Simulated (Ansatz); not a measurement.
A set of 12 reactions (hydrolysis), with CCSD(T)/CBS values in kJ/mol:

```tsv
reaction	ΔE
`CCCCC(C)(C)C` + H₂O → `CC(C)(C)CO` + `CCC`	46.1
`FC(Cl)CBr` + H₂O → `OC(F)Cl` + `CBr`	14.1
`C[Se][SnH3]` + H₂O → `[OH][SnH3]` + `C[SeH]`	65.7
`CCCCCC` + H₂O → `CCCO` + `CCC`	45.3
`C[S][Al]([NH2])[F]` + H₂O → `[NH2][Al]([OH])[F]` + CH₃SH	-25.6
`CCCCCC` + H₂O → `CCCCCO` + CH₄	38.1
`CC(F)(CF)C(F)F` + H₂O → `CC(O)(F)CF` + `FCF`	19.4
`[OH][GeH2][Br]` + H₂O → `[OH][GeH2][OH]` + HBr	53.6
`CCCCCCCC` + H₂O → `CCCO` + `CCCCC`	49.4
`C[S][SnH2][Cl]` + H₂O → `[OH][SnH2][Cl]` + CH₃SH	43.7
`CC(F)(CF)C(F)F` + H₂O → `OC(F)F` + `CC(F)CF`	5.3
`N[Si](O)(O)F` + H₂O → `N[Si](O)(O)O` + H–F	45.1
```

Computed with Ansatz on PBE0-D4/def2-TZVP structures; ΔE is electronic, products minus reactants. CCSD(T)/CBS adds triple-zeta CCSD(T) − MP2 to the extrapolated MP2 energy (def2 sets, frozen cores). This one scheme is used for every species. DFT in def2-TZVPP. B3LYP here is the variant with VWN-RPA as its local correlation; programs differ in this. Elements past krypton have def2 core potentials. For Br, Ge, Se, Sn outer-core shells are correlated without core-valence functions, which leaves a few kJ/mol of doubt a bond. Scalar relativity is left out up to krypton. Each species was taken in one conformer, which may not be the lowest.

Give the mean, mean absolute and largest difference (level minus CCSD(T)/CBS, kJ/mol) for: PBE-D4, r2SCAN-D4, PBE0-D4, ωB97X-V, PBE, r2SCAN, PBE0, B3LYP, HF/def2-TZVPP, CCSD/def2-TZVPP, HF/def2-QZVPP, MP2/def2-QZVPP, SCS-MP2/def2-QZVPP, CCSD/CBS(def2). (Estimate.)

Ansatz gave: 
```json
{"level": "PBE-D4", "mean": "-6.8", "mean absolute": "8.4", "largest": "-16.9"}
{"level": "r2SCAN-D4", "mean": "-8.2", "mean absolute": "8.5", "largest": "-18.9"}
{"level": "PBE0-D4", "mean": "-4.5", "mean absolute": "7.3", "largest": "-14.5"}
{"level": "ωB97X-V", "mean": "-8.8", "mean absolute": "8.9", "largest": "-14.9"}
{"level": "PBE", "mean": "-11.9", "mean absolute": "12.6", "largest": "-22.2"}
{"level": "r2SCAN", "mean": "-9.8", "mean absolute": "10.2", "largest": "-20.3"}
{"level": "PBE0", "mean": "-9.1", "mean absolute": "10.2", "largest": "-19.5"}
{"level": "B3LYP", "mean": "-16.5", "mean absolute": "17.3", "largest": "-27.1"}
{"level": "HF/def2-TZVPP", "mean": "-18.2", "mean absolute": "19.4", "largest": "-30.7"}
{"level": "CCSD/def2-TZVPP", "mean": "-6.1", "mean absolute": "6.1", "largest": "-8.6"}
{"level": "HF/def2-QZVPP", "mean": "-18.1", "mean absolute": "19.6", "largest": "-30.3"}
{"level": "MP2/def2-QZVPP", "mean": "2.6", "mean absolute": "3.1", "largest": "6.1"}
{"level": "SCS-MP2/def2-QZVPP", "mean": "-3.1", "mean absolute": "3.2", "largest": "-6.1"}
{"level": "CCSD/CBS(def2)", "mean": "-1.4", "mean absolute": "1.7", "largest": "-3.1"}
```

The largest T1 diagnostic in the set is 0.014, for `[OH][SnH3]` (customary mark 0.02).

CCSD(T)/CBS is a level of theory with its own doubt, and the functionals carry their triple-zeta basis error, so these figures describe this set and don't rank the functionals.
